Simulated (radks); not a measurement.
Problem. Coherent X-ray form factor from a spherical all-electron density. Calculated with a radial shooting solver on a logarithmic mesh with Libxc functionals: non-relativistic Kohn-Sham, PBE, spin-unpolarised, spherical densities, point nucleus.

sin(theta)/lambda (1/angstrom)  f0 (electrons)
0.05                                    37.539
0.1                                     36.249
0.15                                    34.361
0.2                                     32.160
0.25                                    29.894
0.3                                     27.738
0.4                                     24.064
0.5                                     21.257
0.6                                     19.043
0.8                                     15.407
1                                       12.301
1.25                                     9.318
1.5                                      7.411
2                                        5.580

The species is in the configuration that NIST lists as its ground one. Which atom or ion scatters so?

Solution. The niobium ion Nb3+, [Kr] 4d2. Extrapolating in s^2 from the first two rows gives f0(0) = 38.0, near the electron count 38; among species with that count, the fall with angle is slower the higher Z, and the table is that of Z = 41; from so few rows the species is fixed only to a neighbour or two.
